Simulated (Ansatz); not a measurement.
Species: C9H7NSSi, SMILES `[SiH3]c1ccc2sc(C#N)cc2c1` (charge 0, multiplicity 1), formula C₉H₇NSSi.

**Question.** How many basis functions does frozen-core CCSD(T)/cc-pVDZ // PBE-D3(BJ)/def2-SVP (Ansatz, a quantum-chemistry and plane-wave program) use, how many core orbitals are frozen, and how many electrons are correlated?

**Answer.** 211 basis functions and 20 frozen orbitals, which leaves 58 correlated electrons. Core time is of the order of minutes.
